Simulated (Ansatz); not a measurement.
Pulling on the C4–H6 bond in C2H7B (SMILES BCC) (multiplicity 1 held, fragments rigid). Energies count from the point at 1.097 Å.
Geometry at that point (charge 0, multiplicity 1):
| atom | x (Å) | y (Å) | z (Å) |
|---|---|---|---|
| B | -0.7451 | 1.0097 | 0.7393 |
| H | -1.0555 | 1.2698 | 1.8631 |
| H | -1.1425 | 1.7179 | -0.1381 |
| C | 0.2045 | -0.1837 | 0.4538 |
| C | 0.3821 | -0.6374 | -0.9973 |
| H | -0.0317 | -1.0298 | 1.1103 |
| H | 1.1699 | 0.1762 | 0.8572 |
| H | 0.6743 | 0.1982 | -1.6362 |
| H | -0.5510 | -1.0392 | -1.3976 |
| H | 1.1427 | -1.4149 | -1.0944 |

Unrestricted levels (U-) break spin symmetry where that is lower. Active spaces are followed from a long bond inwards. Curves can end on different states.

Frozen-core correlation.

Run with Ansatz (a first-principles code). Values without a source in brackets are computed.

Energies in kcal/mol.

| R (Å) | U-MP2/cc-pVDZ | U-SCS-MP2/cc-pVDZ | U-CCSD(T)/cc-pVDZ | CASSCF(2,2)/cc-pVDZ | FIC-MRCISD on CASSCF(2,2)/cc-pVDZ | FIC-MRCISD+Q on CASSCF(2,2)/cc-pVDZ |
|---|---|---|---|---|---|---|
| 0.877 | 32.3 | 32.5 | 32.8 | 33.3 | 32.6 | 32.7 |
| 0.987 | 6.9 | 7.1 | 7.2 | 7.6 | 7.1 | 7.2 |
| 1.097 | 0.0 | 0.0 | 0.0 | 0.0 | 0.0 | 0.0 |
| 1.206 | 3.1 | 2.9 | 2.7 | 2.1 | 2.7 | 2.7 |
| 1.316 | 11.4 | 11.1 | 10.5 | 9.2 | 10.5 | 10.6 |
| 1.480 | 28.1 | 27.5 | 26.1 | 23.6 | 26.0 | 26.2 |
| 1.645 | 46.0 | 45.1 | 42.4 | 38.5 | 42.1 | 42.4 |
| 1.919 | 81.9 | 82.5 | 67.0 | 60.1 | 65.3 | 65.8 |
| 2.193 | 95.5 | 96.5 | 85.5 | 75.5 | 81.9 | 82.5 |
| 2.522 | 101.5 | 102.6 | 98.4 | 86.6 | 93.8 | 94.5 |
| 2.961 | 104.0 | 105.1 | 103.5 | 93.0 | 100.8 | 101.6 |
| 3.509 | 104.8 | 105.9 | 104.6 | 95.3 | 103.3 | 104.2 |

Doubts at one or more of the structures used: a spin-contaminated determinant (U-MP2/cc-pVDZ, U-SCS-MP2/cc-pVDZ, U-CCSD(T)/cc-pVDZ); T1 above 0.05 (U-CCSD(T)/cc-pVDZ).
